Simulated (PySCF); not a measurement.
Isomers of [C7H16N]+ (charge +1). The calculation used PySCF 2.14.0, PBE0-D3(BJ)/def2-SVP geometry optimisation, gas phase. One conformer each; no zero-point energy, no entropy. No frequencies were run at this level. Point groups hold within 0.08 Å.

Question: Rank from lowest to highest electronic energy at this level (kcal/mol).
A. `[CH3:1][CH2:2][N+:3]1([CH3:4])[CH2:5][CH2:6][CH2:7][CH2:8]1` (charge +1) with C1–C2–N3–C4 63°, C2–N3–C5–C6 -137°, N3–C5–C6–C7 38°, C5–C6–C7–C8 -43°, C6–C7–C8–N3 32°
B. `[CH3:1][N+:2]1([CH3:3])[CH2:4][CH2:5][CH2:6][CH2:7][CH2:8]1` (charge +1) with C1–N2–C4–C5 -68°, N2–C4–C5–C6 -55°, C4–C5–C6–C7 54°, C5–C6–C7–C8 -54°

Answer: B (0.0), A (4.3).

Neighbours under 5.0 kcal/mol apart (C[N+]1(C)CCCCC1 and CC[N+]1(C)CCCC1) can change places with a better method, another conformer or zero-point energy.

| SMILES | E (Eh) | E rel (kcal/mol) | dipole about centre of mass (D) | point group | A, B, C (MHz) |
| --- | --- | --- | --- | --- | --- |
| C[N+]1(C)CCCCC1 | -330.29095 | 0.0 | 2.56 | Cs | 3099, 1752, 1528 |
| CC[N+]1(C)CCCC1 | -330.28405 | 4.3 | 0.93 | C1 | 3310, 1489, 1453 |
